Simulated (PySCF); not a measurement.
H4SeSiTe, SMILES [Te]([SeH])[SiH3].

Geometry: PBE-D3(BJ)/def2-SVP. This is a generated structure with no PubChem entry under its InChIKey; it may be hypothetical. The def2 effective core potentials stand for the cores of Te; spin–orbit coupling is left out. The values are those of a single conformer.

All values below come from PBE-D3(BJ)/def2-SVP (PySCF).

Frequencies are harmonic and unscaled.

### Question
Give all harmonic wavenumbers and intensities. (The exact figures need the calculation; the answer reports its results.)

### Answer

```csv
mode,ν (cm⁻¹),IR (km/mol),Raman (Å⁴/amu),depolarisation,moving atoms (share of kinetic energy)
1,74,0.1,4.5,0.61,"Si 47 %, Se 24 %, Te 16 %, H 12 %"
2,122,0.1,0.0,–,H 98 %
3,224,6.5,8.4,0.71,H 97 %
4,232,0.7,7.7,0.28,"Se 61 %, Te 37 %"
5,318,4.3,17.7,0.20,"Si 72 %, Te 19 %, H 9 %"
6,520,3.4,17.4,0.75,"H 88 %, Si 11 %"
7,530,4.3,17.0,0.75,H 92 %
8,657,7.0,29.1,0.52,H 99 %
9,842,350.3,18.9,0.45,H 92 %
10,886,35.1,27.5,0.75,H 97 %
11,906,34.2,21.8,0.75,H 97 %
12,2147,92.3,348.3,0.08,H 98 %
13,2171,64.1,144.3,0.59,H 96 %
14,2179,69.1,108.8,0.69,H 96 %
15,2325,10.8,170.8,0.27,H 99 %
```
